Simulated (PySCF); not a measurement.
Species: AlCl4 (charge -1).
Cartesian coordinates in Å at the PBE0-D3(BJ)/def2-SVP level; atoms count from 1:
```
atom  x, y, z in Å
Cl1   -1.692   -0.410   -1.278
Al2    0.019   -0.022   -0.019
Cl3   -0.005    2.041    0.618
Cl4    1.832   -0.396   -1.128
Cl5   -0.061   -1.318    1.709
```

The closed-shell ground state was solved at several levels (PySCF, density fitting, gas phase, non-relativistic). No diffuse functions stand in pcSseg-1 and pcSseg-2, which bears on an anion's orbital energies.

```tsv
level	basis functions	total energy (Eh)	HOMO (eV)	LUMO (eV)	gap (eV)
CAM-B3LYP/pcSseg-2	215	-2083.8066	-5.84	5.61	11.45
wB97X-D/def2-SVPD	132	-2082.9935	-6.40	4.52	10.92
```

(1) What might PBE0/pcSseg-1 (120 basis functions) give for the same quantities?

(2) Over all these levels, which gives the widest orbital gap and which the narrowest?

## Answers

(1) Total energy -2082.8292 Eh, HOMO -4.42 eV, LUMO 4.91 eV, gap 9.33 eV.

(2) CAM-B3LYP/pcSseg-2 (range-separated hybrid) has the widest, 11.45 eV, and PBE0/pcSseg-1 (global hybrid, 25 % exact exchange) the narrowest, 9.33 eV. Functional and basis both differ between the two, so the spread mixes both effects.

Note: wB97X-D ran without an empirical dispersion term, which enters the total energy and its gradient alone.
